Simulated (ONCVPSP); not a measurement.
**Configuration tests for bromine (ONCV)**

| Quantity | Value |
| --- | --- |
| Element | bromine (Br) |
| Generator | ONCVPSP 4.0.1 |
| Type | optimised norm-conserving Vanderbilt (ONCV) |
| Functional | PBE |
| Relativity | scalar-relativistic |
| Frozen core | [Ar] |
| Valence charge | 17 |
| Reference configuration | 3d10 4s2 4p4.75 (charge +0.25) |
| Partial waves | 4s: rc 1.20 bohr, ncon 4, nbas 8, qcut 4.6 1/bohr, 2 projectors, debl 2.6 Ha; 4p: rc 1.40 bohr, ncon 3, nbas 6, qcut 6.6 1/bohr, 2 projectors, debl 0.6 Ha; 3d: rc 0.85 bohr, ncon 3, nbas 8, qcut 15.1 1/bohr, 2 projectors, debl 0.4 Ha |
| Local potential | polynomial inside 0.60 bohr (lpopt 5, dvloc0 0 Ha) |
| Core correction | Teter function, fcfact 2.25, rcfact 1.05 |

In the d channel the program set the typed energies aside and used -2.548, 0.250 Ha.

Energies are relative to the spin-unpolarised reference configuration 3d10 4s2 4p4.75; without spin polarisation the order of configurations can differ from experiment.

(1) Give the all-electron excitation energy and the error of the potential for: 3d10 4s2 4p5; 3d10 4s2 4p4; 3d10 4s2 4p3; 3d10 4s2 4p1.

Levels in the configuration 3d10 4s2 4p3:

```json
{"level": "3d", "all-electron (eV)": "-90.787", "pseudo (eV)": "-90.591"}
{"level": "4s", "all-electron (eV)": "-41.838", "pseudo (eV)": "-41.832"}
{"level": "4p", "all-electron (eV)": "-28.226", "pseudo (eV)": "-28.224"}
```

Note: ghosts flagged at negative energy: s at -189.6 eV, p at -13.1 eV; no localised positive-energy state flagged. A true bound ghost makes a file unfit for plane-wave use.

Results:

(1)

| valence configuration | charge | ΔE all-electron (eV) | error AE − PS (meV) |
| --- | --- | --- | --- |
| 3d10 4s2 4p5 | 0 | -2.247 | +0.5 |
| 3d10 4s2 4p4 | +1 | 10.307 | -2.3 |
| 3d10 4s2 4p3 | +2 | 33.067 | -6.2 |
| 3d10 4s2 4p1 | +4 | 113.075 | +10.0 |
